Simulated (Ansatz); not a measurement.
In₅Sb₅H₁₈, a cluster cut from wurtzite InSb (hydrogen-capped), 28 atoms. Hardware: 2 threads of AMD EPYC 7R13 on a shared host and a share (18 GiB) of an NVIDIA H100 80GB HBM3.

In the def2 sets In, Sb take a core potential; there is no spin–orbit coupling. Correlated methods freeze 40 core orbitals; core or outer-core shells of Sb, In are correlated, in sets that lack core-valence functions. Single mean-field runs in def2-TZVP are fitted with def2-universal-jkfit.

(1) How many basis functions does each of these Ansatz runs have, and roughly what does it cost? PBE-D4/def2-SVP, charge 0 singlet, energy, from earlier orbitals; MP2/def2-TZVP, charge 0 singlet, energy, from earlier orbitals; PBE-D4/def2-TZVP, charge -1 doublet at the geometry of the charge 0 singlet, energy, from earlier orbitals; PBE-D4/def2-TZVP, charge 0 singlet, energy and forces, from earlier orbitals; PBE0-D4/def2-TZVP, charge 0 singlet, energy, from earlier orbitals; LDA (SPW92)/def2-TZVP, charge 1 doublet at the geometry of the charge 0 singlet, energy, from earlier orbitals; ωB97X-V/def2-TZVP, charge 0 singlet, energy, from earlier orbitals; PBE-D4/def2-SVP, charge 0 singlet, relaxation, 16 steps; revPBE-D4/def2-TZVP, charge 0 singlet, energy, from earlier orbitals; PBE0-D4/def2-TZVP, charge -1 doublet at the geometry of the charge 0 singlet, energy; PBE-D4/def2-TZVP, charge 1 doublet at the geometry of the charge 0 singlet, energy, from earlier orbitals; PBE0-D4/def2-TZVP, charge 0 triplet at the geometry of the charge 0 singlet, energy.

## Answers

(1) Other jobs shared the machine, so times can vary by a factor of up to 3. A dash marks memory too small to be measured apart from the calling script's.

| run | functions | fitting or Cholesky vectors | wall time | peak host memory (GiB) |
| --- | --- | --- | --- | --- |
| PBE-D4/def2-SVP, charge 0 singlet, energy, from earlier orbitals | 350 | 4204 | 4.2 s | 1.1 |
| PBE0-D4/def2-TZVP, charge 0 singlet, energy, from earlier orbitals | 608 | 2504 | 4.5 s | – |
| revPBE-D4/def2-TZVP, charge 0 singlet, energy, from earlier orbitals | 608 | 2504 | 5.5 s | – |
| PBE-D4/def2-TZVP, charge 0 singlet, energy and forces, from earlier orbitals | 608 | 2504 | 5.5 s | 1.1 |
| PBE0-D4/def2-TZVP, charge -1 doublet at the geometry of the charge 0 singlet, energy | 608 | 2504 | 7.5 s | 1.3 |
| PBE-D4/def2-TZVP, charge -1 doublet at the geometry of the charge 0 singlet, energy, from earlier orbitals | 608 | 2504 | 7.5 s | 1.2 |
| LDA (SPW92)/def2-TZVP, charge 1 doublet at the geometry of the charge 0 singlet, energy, from earlier orbitals | 608 | 2504 | 9 s | 1.2 |
| PBE-D4/def2-TZVP, charge 1 doublet at the geometry of the charge 0 singlet, energy, from earlier orbitals | 608 | 2504 | 9 s | 1.2 |
| ωB97X-V/def2-TZVP, charge 0 singlet, energy, from earlier orbitals | 608 | 2504 | 9.5 s | 1.3 |
| MP2/def2-TZVP, charge 0 singlet, energy, from earlier orbitals | 608 | 5666 | 9.5 s | 1.4 |
| PBE0-D4/def2-TZVP, charge 0 triplet at the geometry of the charge 0 singlet, energy | 608 | 2504 | 18 s | 1.3 |
| PBE-D4/def2-SVP, charge 0 singlet, relaxation, 16 steps | 350 | 4204 | 47 s | 1.1 |
